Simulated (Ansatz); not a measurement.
C4H11Al (SMILES [CH3][AlH][CH](C)C), singlet, at a GFN2-xTB geometry (such geometries of metal compounds can be far from the true shape), with bond 12-8 at 1.8 times its length; CASSCF(6,4)/STO-3G (Ansatz, a program for electronic structure).

Here is a job for Ansatz.
Ansatz 0.2 input:
```yaml
crystal:
  periodic: [false, false, false]
  atoms:
    - {symbol: Al, position_ang: [-0.24910902, -0.22541818, 1.01234110]}
    - {symbol: H, position_ang: [-1.18658098, -1.39797787, 1.41097880]}
    - {symbol: C, position_ang: [0.11723947, 1.22183194, 2.32532615]}
    - {symbol: H, position_ang: [1.18426199, 1.46136517, 2.41104898]}
    - {symbol: H, position_ang: [-0.22201439, 0.93332416, 3.32780001]}
    - {symbol: H, position_ang: [-0.38650158, 2.16640573, 2.08861440]}
    - {symbol: C, position_ang: [0.44471674, -0.36775036, -0.88321673]}
    - {symbol: C, position_ang: [0.34485368, 0.94380049, -1.67728681]}
    - {symbol: C, position_ang: [-0.37873862, -1.48081888, -1.55114719]}
    - {symbol: H, position_ang: [1.50327386, -0.67779362, -0.92743275]}
    - {symbol: H, position_ang: [0.74467582, 0.82822280, -2.68624631]}
    - {symbol: H, position_ang: [-1.52457747, 1.52202999, -1.82463393]}
    - {symbol: H, position_ang: [0.90331417, 1.73655577, -1.17870988]}
    - {symbol: H, position_ang: [-0.33104736, -2.39425517, -0.95250455]}
    - {symbol: H, position_ang: [-0.01811609, -1.70588090, -2.55581126]}
    - {symbol: H, position_ang: [-1.42755680, -1.18694775, -1.62107781]}
basis:
  gaussian:
    orbitals: STO-3G
hamiltonian:
  xc: hf
magnetization: {spin_polarized: false}
correlation: {active_space: {window: {electrons: 6, orbitals: 4}}}
```

**Question.** What does Ansatz print? Leave out banner, timings and long lists.

**Answer.** 
```
Functional definition: HF
528 factors; integrals over basis functions are off by at most 6.2e-5 eV
mean field evaluation 1: about -10742.5818 eV, gradient 1.9e1 eV
mean field evaluation 2: about -10742.7890 eV, gradient 1.9e1 eV
mean field evaluation 4: about -10744.5094 eV, gradient 2.6e0 eV
mean field evaluation 8: about -10744.5364 eV, gradient 1.4e-4 eV
mean field -10744.53637174 eV, -394.8544287532 hartree, gradient 1.2e-6 eV, S^2 0.000000; 0 other end points of the search recorded, 0 dependent functions left out
reference -10744.53637174 eV, -394.8544287532 hartree; 24, 24 occupied and 16, 16 virtual orbitals, 528 factors
state -10746.88836096 eV, -394.9408627626 hartree
Total energy: -10746.88836096 eV, -394.9408627626 hartree
```
